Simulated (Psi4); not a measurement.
C2Br2ClF (SMILES F/C(Br)=C(/Cl)Br), singlet, geometry from GFN2-xTB; HF/6-31G* (Psi4).

Psi4 was given this input:
```
memory 2 GB

molecule {
0 1
  F    -1.43895323    0.75988588    1.02019880
  C    -0.71129141    0.30970213    0.00526123
  Br   -1.56568669    0.46121155   -1.65772492
  C     0.51056580   -0.19819517    0.17874367
  Cl    1.45257412   -0.77956262   -1.12436442
  Br    1.26457734   -0.29708155    1.90996425
}

set basis 6-31g*

energy('scf')
print_variables()
```

It wrote (shortened):

```
   => Loading Basis Set <=

    Name: 6-31G*
    Role: ORBITAL
    Keyword: BASIS

         ---------------------------------------------------------
                                   SCF
               by Justin Turney, Rob Parrish, Andy Simmonett
                          and Daniel G. A. Smith
                              RHF Reference
         ---------------------------------------------------------

  ==> Geometry <==

    Molecular point group: c1
    Full point group: C1

    Geometry (in Angstrom), charge = 0, multiplicity = 1:

       Center              X                  Y                   Z               Mass
    ------------   -----------------  -----------------  -----------------  -----------------
         F           -1.427440615135     0.753663938939     1.010958997525    18.998403162730
         C           -0.699778795135     0.303480188939    -0.003978572475    12.000000000000
         BR          -1.554174075135     0.454989608939    -1.666964722475    78.918337600000
         C            0.522078414865    -0.204417111061     0.169503867525    12.000000000000
         CL           1.464086734865    -0.785784561061    -1.133604222475    34.968852682000
         BR           1.276089954865    -0.303303491061     1.900724447525    78.918337600000

  Running in c1 symmetry.

  Rotational constants: A =      0.07683  B =      0.01985  C =      0.01577 [cm^-1]
  Rotational constants: A =   2303.44861  B =    595.09291  C =    472.91575 [MHz]
  Nuclear repulsion =  771.678765029395208

  Charge       = 0
  Multiplicity = 1
  Electrons    = 108
  Nalpha       = 54
  Nbeta        = 54

  ==> Algorithm <==

  SCF Algorithm Type is DF.
  DIIS enabled.
  MOM disabled.
  Fractional occupation disabled.
  Guess Type is SAD.
  Energy threshold   = 1.00e-06
  Density threshold  = 1.00e-06
  Integral threshold = 1.00e-12

  ==> Primary Basis <==

  Basis Set: 6-31G*
    Blend: 6-31G*
    Number of shells: 50
    Number of basis functions: 134
    Number of Cartesian functions: 134
    Spherical Harmonics?: false
    Max angular momentum: 2

   => Loading Basis Set <=

    Name: (6-31G* AUX)
    Role: JKFIT
    Keyword: DF_BASIS_SCF

  ==> Integral Setup <==

  SCF_SUBTYPE=INCORE selected. In-core MEM_DF algorithm will be used.
  Using in-core AOs.

  ==> MemDFJK: Density-Fitted J/K Matrices <==

    J tasked:                   Yes
    K tasked:                   Yes
    wK tasked:                   No
    Algorithm:                 Core
    Schwarz Cutoff:           1E-12
    Mask sparsity (%):      10.7262
    Fitting Condition:        1E-10

   => Auxiliary Basis Set <=

  Basis Set: (6-31G* AUX)
    Blend: CC-PVDZ-JKFIT
    Number of shells: 202
    Number of basis functions: 791
    Number of Cartesian functions: 791
    Spherical Harmonics?: false
    Max angular momentum: 3

  Minimum eigenvalue in the overlap matrix is 7.2222487089E-04.
  Reciprocal condition number of the overlap matrix is 1.1027823068E-04.
    Using symmetric orthogonalization.

  ==> Pre-Iterations <==

  SCF Guess: Superposition of Atomic Densities via on-the-fly atomic UHF (no occupation information).

   -------------------------
    Irrep   Nso     Nmo
   -------------------------
     A        134     134
   -------------------------
    Total     134     134
   -------------------------

  ==> Iterations <==

                           Total Energy        Delta E     RMS |[F,P]|

   @DF-RHF iter SAD: -5774.00764012423951   -5.77401e+03   0.00000e+00
   @DF-RHF iter   1: -5777.00567071383375   -2.99803e+00   1.32648e-02 DIIS/ADIIS
   @DF-RHF iter   2: -5777.28699622859222   -2.81326e-01   7.94398e-03 DIIS/ADIIS
   @DF-RHF iter   3: -5777.44800439793744   -1.61008e-01   5.49205e-04 DIIS/ADIIS
   @DF-RHF iter   4: -5777.45108726948911   -3.08287e-03   2.21900e-04 DIIS/ADIIS
   @DF-RHF iter   5: -5777.45180423059264   -7.16961e-04   4.87753e-05 DIIS
   @DF-RHF iter   6: -5777.45187076933962   -6.65387e-05   1.77208e-05 DIIS
   @DF-RHF iter   7: -5777.45187599152359   -5.22218e-06   5.54815e-06 DIIS
   @DF-RHF iter   8: -5777.45187652013010   -5.28607e-07   1.36675e-06 DIIS
   @DF-RHF iter   9: -5777.45187654796337   -2.78333e-08   4.71464e-07 DIIS
  Energy and wave function converged.

  ==> Post-Iterations <==

    Orbital Energies [Eh]
    ---------------------

    Doubly Occupied:

       1A   -490.142517     2A   -490.134579     3A   -104.866827
       4A    -65.299934     5A    -65.291685     6A    -58.662565
       7A    -58.660622     8A    -58.660559     9A    -58.654386
      10A    -58.652350    11A    -58.652321    12A    -26.364992
      13A    -11.424560    14A    -11.380551    15A    -10.600303
      16A     -9.924161    17A     -9.915597    18A     -8.069830
      19A     -8.066008    20A     -8.065914    21A     -7.537329
      22A     -7.528817    23A     -7.526960    24A     -7.526771
      25A     -7.518197    26A     -7.518181    27A     -3.121292
      28A     -3.116357    29A     -3.115918    30A     -3.112773
      31A     -3.107779    32A     -3.107552    33A     -3.104715
      34A     -3.104709    35A     -3.095949    36A     -3.095946
      37A     -1.678937    38A     -1.221081    39A     -1.106543
      40A     -1.072664    41A     -0.984606    42A     -0.829620
      43A     -0.743543    44A     -0.740614    45A     -0.691965
      46A     -0.608120    47A     -0.569281    48A     -0.561556
      49A     -0.491441    50A     -0.476601    51A     -0.459385
      52A     -0.456616    53A     -0.432915    54A     -0.366102

    Virtual:

      55A      0.099720    56A      0.123979    57A      0.139388
      58A      0.200797    59A      0.293119    60A      0.328108
      61A      0.344649    62A      0.412116    63A      0.457286
      64A      0.458889    65A      0.466980    66A      0.467318
      67A      0.472629    68A      0.528424    69A      0.589626
      70A      0.611394    71A      0.620940    72A      0.671608
      73A      0.691298    74A      0.691881    75A      0.757338
      76A      0.758635    77A      0.793578    78A      0.804027
      79A      0.823971    80A      0.862227    81A      0.875476
      82A      0.934403    83A      0.936755    84A      1.040330
      85A      1.047690    86A      1.072383    87A      1.080668
      88A      1.113739    89A      1.129155    90A      1.169570
      91A      1.193918    92A      1.300822    93A      1.346196
      94A      1.369826    95A      1.439947    96A      1.543939
      97A      1.585885    98A      1.654541    99A      1.704643
     100A      1.770291   101A      1.933300   102A      1.977374
     103A      2.051030   104A      2.077370   105A      2.101766
     106A      2.163176   107A      2.238289   108A      2.282553
     109A      2.307156   110A      2.497220   111A      2.551103
     112A      2.636011   113A      2.820017   114A      2.946623
     115A      3.152678   116A      3.407183   117A      4.412418
     118A      4.560414   119A      4.755185   120A      4.990356
     121A      5.315527   122A      5.324520   123A      5.328511
     124A      5.339521   125A      5.369565   126A      5.389721
     127A      5.442702   128A      5.555758   129A      5.576365
     130A      5.617713   131A      6.761405   132A      6.774193
     133A     92.312224   134A     92.352366

    Final Occupation by Irrep:
              A
    DOCC [    54 ]
    NA   [    54 ]
    NB   [    54 ]

  @DF-RHF Final Energy: -5777.45187654796337

   => Energetics <=

    Nuclear Repulsion Energy =            771.6787650293952083
    One-Electron Energy =               -9575.8192813221467077
    Two-Electron Energy =                3026.6886397447879062
    Total Energy =                      -5777.4518765479633657

Computation Completed

Properties will be evaluated at   0.000000,   0.000000,   0.000000 [a0]

Properties computed using the SCF density matrix

 Multipole Moments:

 ------------------------------------------------------------------------------------
     Multipole            Electronic (a.u.)      Nuclear  (a.u.)        Total (a.u.)
 ------------------------------------------------------------------------------------

 L = 1.  Multiply by 2.5417464519 to convert [e a0] to [Debye]
 Dipole X            :         -2.3801902            2.3496145           -0.0305756
 Dipole Y            :          1.2527528           -1.2698383           -0.0170855
 Dipole Z            :          1.6558506           -1.8857552           -0.2299046
 Magnitude           :                                                    0.2325573

 ------------------------------------------------------------------------------------

  Variable Map:
  ----------------------------------------------------------------------------
  "CURRENT ENERGY"           =>   -5777.451876547963
  "CURRENT REFERENCE ENERGY" =>   -5777.451876547963
  "DD SOLVATION ENERGY"      =>       0.000000000000
  "HF KINETIC ENERGY"        =>    5770.641335839548
  "HF POTENTIAL ENERGY"      =>  -11548.093212387510
  "HF TOTAL ENERGY"          =>   -5777.451876547963
  "HF VIRIAL RATIO"          =>       2.001180205165
  "NUCLEAR REPULSION ENERGY" =>     771.678765029395
  "ONE-ELECTRON ENERGY"      =>   -9575.819281322147
  "PCM POLARIZATION ENERGY"  =>       0.000000000000
  "PE ENERGY"                =>       0.000000000000
  "SCF ITERATION ENERGY"     =>   -5777.451876547963
  "SCF ITERATIONS"           =>       9.000000000000
  "SCF TOTAL ENERGY"         =>   -5777.451876547963
  "TWO-ELECTRON ENERGY"      =>    3026.688639744788

  Array Variable Map:
  ----------------------------------------------------------------------------
  "CURRENT DIPOLE"           =>      -0.030575647335 ... -0.229904605217 1 by 3
  "SCF DIPOLE"               =>      -0.030575647335 ... -0.229904605217 1 by 3
  "SCF TOTAL ENERGIES"       =>   -5774.007640124240 ... -5777.451876547963 1 by 10
```
